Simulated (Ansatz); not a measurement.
`[F][Al]([SH])[Cl]` + HCl → `[F][Al]([Cl])[Cl]` + H₂S at 600 K and 1 bar (ligand exchange at the Al–S bond).

Computed with Ansatz on PBE0-D4/def2-TZVP structures; ΔE is electronic, products minus reactants. CBS: MP2 limit from def2 TZ/QZ plus the TZ coupled-cluster correction, frozen cores. This one scheme is used for every species. Each species was taken in one conformer, which may not be the lowest.

| species | CCSD(T)/CBS energy (Eh) | H − E (kJ/mol) | S (J/(mol·K)) |
| --- | --- | --- | --- |
| `[F][Al]([SH])[Cl]` | -1200.16071 | 80.6 | 387.9 |
| HCl | -460.38127 | 35.4 | 207.2 |
| `[F][Al]([Cl])[Cl]` | -1261.58534 | 53.3 | 362.4 |
| H₂S | -398.97279 | 60.8 | 230.9 |

H − E and S are ideal-gas, rigid-rotor, harmonic terms from PBE0-D4/def2-TZVP, for one conformer and one mirror image of each species. 1 Eh = 2625.50 kJ/mol, R = 8.31446 J/(mol·K).

Question: By hand: ΔE, ΔH, ΔS and ΔG.

Answer: ΔE = (-1261.58534) + (-398.97279) − (-1200.16071) − (-460.38127) = -0.01615 Eh = -42.4 kJ/mol. Δ(H − E) = 53.3 + 60.8 − 80.6 − 35.4 = -1.9, so ΔH = -44.3 kJ/mol. ΔS = 362.4 + 230.9 − 387.9 − 207.2 = -1.8 J/(mol·K). ΔG = -44.3 − 600 × (-1.8)/1000 = -43.2 kJ/mol.

Question: By hand: the equilibrium constant, and the temperature at which ΔG would vanish if ΔH and ΔS stayed fixed.

Answer: log₁₀ K = −ΔG/(RT ln 10) = 3.8. ΔG = 0 at ΔH/ΔS = 24611 K, far beyond where these terms or the molecules hold.

The number of gas molecules stays the same, so ΔS is small and ΔH decides. A doubt of 5 kJ/mol in ΔE shifts log₁₀ K by 0.4 here. Other conformers and mirror images would add mixing entropy, several J/(mol·K) or more a flexible species. These are equilibria of isolated gas molecules and say nothing of rates. Largest T1 diagnostic: 0.011 (customary marks: 0.02 for closed shells, 0.045 for open ones).
